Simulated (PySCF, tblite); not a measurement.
Species: C3H6FNSi2.
Structure used (GFN2-xTB), in Å, numbered top down from 1:
```xyz
13
C3H6FNSi2 angstrom
N     -3.9083    1.6868    0.4985
C     -3.1544    0.8285    0.4139
Si    -1.9297   -0.5773    0.2767
C     -0.2406    0.2600    0.2842
C      0.9025   -0.4117    0.1985
F      0.8264   -1.7716    0.1013
Si     2.6902    0.2286    0.1901
H     -2.1258   -1.4327    1.4488
H     -2.2014   -1.2599   -0.9898
H     -0.1652    1.3341    0.3608
H      3.3779   -0.3725    1.3321
H      2.6204    1.6837    0.2992
H      3.3036   -0.1956   -1.0678
```

Computed with CAM-B3LYP/def2-SVPD in PySCF (dipole) on a GFN2-xTB geometry, gas phase.

Take the most abundant isotopes and a rigid rotor. The values belong to one conformer with, in the numbering `[N:1]#[C:2][SiH2:3]/[CH:4]=[C:5](\[F:6])[SiH3:7]`, C2–Si3–C4–C5 180°.

(1) What are A, B and C (MHz)?

(2) What kind of rotor is it?

(3) What does the inertial defect say?

(4) Predict some low-J microwave lines.

(5) Estimate the classical rotational partition function at 50 K, 200 K and 500 K.

Answers

(1) Ia = 116.41, Ib = 714.26, Ic = 818.80 u·Å²; 505379 MHz·u·Å²/I gives A = 4341, B = 707.6, C = 617.2 MHz.

(2) A near-prolate asymmetric top; Ray's κ = -0.951.

(3) Not planar: Δ = Ic − Ia − Ib = -11.87 u·Å². For a rigid frame Δ = −2 Σ m c², so Σ m c² = 5.94 u·Å² lies off the ab plane, practically all of it from hydrogen. The atom farthest from that plane is 1.23 Å away.

(4) The dipole components are |μa| = 3.69 D, |μb| = 0.56 D, |μc| = 0.00 D; the mirror of this Cs structure is the ab plane, so μc vanishes by symmetry (the 0.01 D computed is a residue) and there are no c-type lines. The squared components, which scale the intensities, stand as 1.00 : 0.02 (a : b). Some lines, for components of 0.1 D or more:

| type | branch | J(Ka,Kc) | MHz | lower level (cm⁻¹) |
| --- | --- | --- | --- | --- |
| b | R | 3(0,3) ← 2(1,2) | 422 | 0.251 |
| a | Q | 4(1,3) ← 4(1,4) | 903 | 0.549 |
| b | Q | 1(1,0) ← 1(0,1) | 3724 | 0.044 |
| b | Q | 2(1,1) ← 2(0,2) | 3816 | 0.133 |
| a | R | 3(2,1) ← 2(2,0) | 3981 | 0.624 |
| a | R | 3(1,2) ← 2(1,1) | 4109 | 0.260 |
| a | R | 4(3,1) ← 3(3,0) | 5302 | 1.370 |
| b | R | 4(1,4) ← 3(0,3) | 8531 | 0.265 |
| b | Q | 4(2,2) ← 4(1,3) | 10614 | 0.580 |
| b | Q | 3(2,1) ← 3(1,2) | 10776 | 0.397 |
| b | Q | 2(2,1) ← 2(1,2) | 11173 | 0.251 |
| b | Q | 3(2,2) ← 3(1,3) | 11309 | 0.379 |
| b | R | 4(2,2) ← 3(1,3) | 16632 | 0.379 |
| b | Q | 3(3,0) ← 3(2,1) | 18388 | 0.756 |
| b | R | 3(3,0) ← 2(2,1) | 22371 | 0.623 |
| b | R | 4(3,2) ← 3(2,1) | 23691 | 0.756 |
| b | R | 4(4,1) ← 3(3,0) | 31053 | 1.370 |

(5) Point group Cs, symmetry number σ = 1; q = (√π/σ)·√((kT/h)³/(ABC)), k/h = 20836.6 MHz/K: 43300 at 50 K, 346000 at 200 K, 1370000 at 500 K.

Its lowest GFN2-xTB frequency is 15 cm⁻¹, too small to tell a flat minimum from a shallow saddle. Zero-point vibration and centrifugal distortion are left out. A rigid rotor knows nothing of internal rotation, which can split or shift real lines. Quadrupole hyperfine structure (14N) is left out.

Hardware: Arm Neoverse N1, one thread, shared host. Cost: 69 s of wall time, 0.90 GiB resident at most. This is the CAM-B3LYP/def2-SVPD job that gave the dipole, with the excitations it also computed.
